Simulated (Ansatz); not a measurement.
Species: HgI (charge +1, singlet). SMILES: [I][Hg+]
Geometry: optimised at B3LYP-D3(BJ)/def2-TZVP (Ansatz, a first-principles code).

Property: vertical electron affinity (to the doublet state of charge +0; a negative value means that the extra electron is unbound and the number depends on the basis; each state is the SCF solution reached for its spin), in eV. Valence correlation only, unless marked. UHF or UKS for open shells. Spin-orbit coupling is left out. The frozen core is the preceding noble-gas configuration, with the filled d and f shells of earlier blocks. In def2 rows, elements after Kr have scalar-relativistic effective core potentials. Basis-set limits of correlation are two-point, X^-3; Hartree-Fock from the larger set.

```tsv
level	program	vertical electron affinity (eV)
SVWN5/def2-TZVPD	Ansatz	8.86
PBE/def2-TZVPD	Ansatz	8.60
r2SCAN/def2-TZVPD	Ansatz	8.78
B3LYP/def2-TZVPD	Ansatz	8.68
BHLYP/def2-TZVPD	Ansatz	8.58
wB97X-V/def2-TZVPD	Ansatz	8.59
CCSD/def2-TZVPPD	Ansatz	8.49
CCSD/CBS(def2-TZVPPD,def2-QZVPPD)	Ansatz	8.64
CCSD(T)/def2-QZVPPD	Ansatz	8.59
CCSD(T)/CBS(def2-TZVPPD,def2-QZVPPD)	Ansatz	8.67
```
